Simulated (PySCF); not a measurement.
C2H7ClOSi2, SMILES C=C([SiH3])O[SiH2]Cl.

The structure is a stationary point at B3LYP-D3(BJ)/def2-SVP. This is a generated structure with no PubChem entry under its InChIKey; it may be hypothetical. Other conformers were not sampled.

These are PBE/def2-TZVP (PySCF) values and carry that method's errors.

- total energy: -1194.29927 hartree
- highest occupied level: -6.24 eV
- lowest empty level: -1.41 eV
- orbital gap: 4.84 eV
- dipole moment: 0.93 D
- quadrupole, principal values (traceless, Buckingham form, about the centre of nuclear charge): -3.85, -0.94, 4.79 D·Å
- mean static polarisability: 94.1 bohr³ (13.95 Å³)
- polarisability, principal values: 74.6, 95.7, 112.0 bohr³
